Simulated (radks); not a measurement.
Exchange energies: the exact (Fock) value of the Kohn-Sham orbitals and density-functional approximations, in hartree. Species: Ga+ [Ar] 3d10 4s2; Au64+ [Ne] 3s2 3p3; Hf4+ [Xe] 4f14; P [Ne] 3s2 3p3. Method: non-relativistic Kohn-Sham, r2SCAN, spin-polarised, spherical densities, point nucleus; meta-GGA in the generalised Kohn-Sham scheme; computed with a radial shooting solver on a logarithmic mesh with Libxc functionals. Every spin shell is full or empty, so the densities are truly spherical. Functionals are evaluated on that one density, not self-consistently.

functional	Ga+	Au64+	Hf4+	P
exact	-73.2270	-157.127	-288.369	-22.6295
LDA	-69.079	-146.32	-277.25	-20.794
PBE	-73.107	-156.41	-287.83	-22.503
revPBE	-73.263	-156.96	-288.11	-22.601
PW86	-73.521	-157.58	-287.87	-22.745
OPTX	-73.938	-158.00	-293.94	-22.632
WC	-72.645	-155.14	-286.94	-22.256
AM05	-69.457	-147.61	-277.91	-21.029
SOGGA	-71.440	-152.33	-283.37	-21.815
G96	-73.628	-157.67	-290.16	-22.638
revTPSS	-72.838	-156.02	-286.20	-22.529
SCAN	-73.529	-157.48	-288.95	-22.693
MS2	-73.112	-156.87	-286.90	-22.659
Tao-Mo	-72.957	-156.45	-286.42	-22.607
